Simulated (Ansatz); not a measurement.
Start from `C[CH](C)[SnH3]` and change one atom or group to get `CC(C)[NH][AlH2]`.

Ansatz, PBE0-D4/def2-TZVP geometries, multiplicity 1. Each molecule was computed in one conformer, which needn't be the lowest.

Elements past krypton have def2 core potentials.

| property | `C[CH](C)[SnH3]` |
| --- | --- |
| size of the dipole moment (B3LYP/def2-TZVPP) / D | 1.06 |
| size of the dipole moment (ωB97M-V/def2-TZVPP) / D | 0.97 |
| size of the dipole moment (PBE/def2-TZVPP) / D | 1.08 |
| zero-point energy (PBE0-D4/def2-TZVP) / kJ/mol | 296.7 |
| LUMO energy (ωB97M-V/def2-TZVPP) / eV | 1.69 |
| HOMO–LUMO gap (PBE/def2-TZVPP) / eV | 5.97 |

(1) Give the same properties after the change, and the shifts. (Estimate.)

Answers

(1) Computed: 
```tsv
property	`CC(C)[NH][AlH2]`	shift
size of the dipole moment (B3LYP/def2-TZVPP) / D	1.23	0.17
size of the dipole moment (ωB97M-V/def2-TZVPP) / D	1.18	0.21
size of the dipole moment (PBE/def2-TZVPP) / D	1.37	0.29
zero-point energy (PBE0-D4/def2-TZVP) / kJ/mol	325.9	29.2
LUMO energy (ωB97M-V/def2-TZVPP) / eV	0.91	-0.78
HOMO–LUMO gap (PBE/def2-TZVPP) / eV	4.24	-1.73
```

With PBE0 the HOMO rises by 0.56 eV and the LUMO falls by 1.03 eV, so the gap narrows by about 1.59 eV. PBE moves the HOMO by 0.69 eV and ωB97M-V by 0.36 eV. The zero-point energy changes by 29.2 kJ/mol with +3 modes. Dipoles are sizes alone; their direction can turn.

B3LYP here is the variant with VWN-RPA as its local correlation; programs differ in this.
